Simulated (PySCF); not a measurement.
C3H8OSe, SMILES CC(C)[Se]O. Atoms are numbered in the order given.

```xyz
13

Se     0.2581     0.4240     0.8030
C     -0.9645    -0.6092    -0.3335
C     -0.3354    -1.9386    -0.7149
C     -1.4056     0.2020    -1.5397
H     -1.8204    -0.7705     0.3469
H     -1.0117    -2.5139    -1.3686
H      0.6049    -1.7660    -1.2605
H     -0.1064    -2.5463     0.1718
H     -1.9035     1.1362    -1.2428
H     -2.1018    -0.3801    -2.1660
H     -0.5350     0.4562    -2.1650
O      1.6082     0.5783    -0.4036
H      1.4645     1.4161    -0.8611
```
Charge 0, spin multiplicity 1.

The structure is a stationary point at PBE0-D3(BJ)/def2-SVP. The values are those of a single conformer.

Two levels are set side by side: PBE/pcSseg-1 (PySCF) and PBE0/pcSseg-1 (PySCF). GIAO shifts against H2O (¹⁷O), Me2Se (⁷⁷Se), TMS (¹H), TMS (¹³C) at the same level; non-relativistic, no solvent, atoms listed together averaged. Differences are taken from unrounded values.

| quantity | PBE0 | PBE | PBE minus PBE0 |
|---|---|---|---|
| δ(⁷⁷Se) of Se1 (ppm) | 1379.3 | 1411.5 | 32.1 |
| δ(¹³C) of C2 (ppm) | 51.4 | 55.3 | 3.9 |
| δ(¹³C) of C3, C4 (ppm) | 25.5 | 25.9 | 0.4 |
| δ(¹H) of H5 (ppm) | 2.76 | 2.96 | 0.20 |
| δ(¹⁷O) of O12 (ppm) | -54.6 | -39.3 | 15.3 |
| δ(¹H) of H13 (ppm) | 1.61 | 1.63 | 0.02 |

Rough cost on one machine, each run with all the roots and properties that it gave: PBE0 against PBE within a factor of 2.
